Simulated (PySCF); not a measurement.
**Löwdin shares of the frontier orbitals**

Species: C₅H₉F₃P₂.
Z-matrix (Å and degrees, PBE0-D3(BJ)/def2-SVP geometry), rows numbered from 1:
```
C 
P   1  1.8489
C   2  1.8266  1   99.39
C   3  1.3406  2  121.43  1   133.48
P   4  1.8231  3  126.64  2   174.52
C   2  1.8742  1   99.50  3   -98.81
C   6  1.5044  2  114.46  1   -81.48
F   7  1.3388  6  111.09  2   179.99
F   7  1.3423  6  111.84  2    60.62
F   7  1.3344  6  112.11  2   -59.86
H   1  1.0989  2  109.26  3   170.66
H   1  1.1020  2  112.74  3    49.50
H   1  1.0997  2  108.47  3   -71.32
H   3  1.1009  2  118.58  1   -45.39
H   4  1.0990  3  118.46  2     1.36
H   5  1.4271  4   97.70  3    27.08
H   5  1.4289  4   97.26  3   122.92
H   6  1.1018  2  111.49  1    41.42
H   6  1.1002  2  107.49  1   159.44
```

The calculation used TDDFT CAM-B3LYP/def2-SVPD, vertical, gas phase, core orbitals frozen in the response in PySCF.

Frontier orbitals with the atoms that hold most of them (Löwdin shares over 4%, at most four atoms; ? is withheld):

```
orbital  ε (eV)                           atoms
 LUMO+2    1.32    C1 12%, P2 9%, H18 9%, C6 9%
 LUMO+1    1.11  P5 28%, C4 16%, C3 10%, H17 8%
   LUMO    0.19   C4 32%, C3 26%, P5 12%, P2 6%
   HOMO   -8.40                               ?
 HOMO-1   -8.50                               ?
 HOMO-2  -10.16  C4 26%, P5 22%, C3 20%, C1 10%
 HOMO-3  -11.09  P5 16%, C4 16%, C3 13%, P2 12%
```

Problem. Which atoms hold the HOMO-1, and with what shares?

Solution. P5 (bonded to C and 2 H) 43%; C3 (bonded to C, P and H) 18%; C4 (bonded to C, P and H) 18%; H17 (bonded to P) 7%. By element: phosphorus 43% or more, carbon 36% or more, hydrogen 7% or more.

Problem. Which atoms hold the HOMO, and with what shares?

Solution. P2 (bonded to 3 C) 60%; C1 (bonded to P and 3 H) 10%; C3 (bonded to C, P and H) 10%; C6 (bonded to C, P and 2 H) 9%. By element: phosphorus 60% or more, carbon 30% or more.

Problem. The HOMO–LUMO gap is 8.59 eV. Where does the response calculation put the lowest singlet, and from which orbitals?

Solution. S1 is at 5.30 eV (f = 0.0049), 3.29 eV below the gap, made of HOMO→LUMO (95%). 

Problem. Give energy, strength and leading configuration of S1, S2 and S3, and follow the Löwdin shares of the leading atoms from the occupied to the empty orbital.

Solution. 
- S1 (5.30 eV, f 0.0049), HOMO→LUMO (95%): P2 60% → 6%, C1 10% → at most 6%, C4 at most 10% → 32%, C3 10% → 26%
- S2 (5.77 eV, f 0.389), HOMO-1→LUMO (92%): P5 43% → 12%, C3 18% → 26%, C4 18% → 32%
- S3 (6.36 eV, f 0.019), HOMO-1→LUMO+1 (82%): P5 43% → 28%, C3 18% → 10%, C4 18% → 16%

Hardware: an Arm Neoverse V1 with one thread, no GPU, shared host with 32 logical CPUs at a one-minute load of 24. Cost: 7.0 min of wall time, 1.4 GiB resident at most.

One conformer stands for the species.
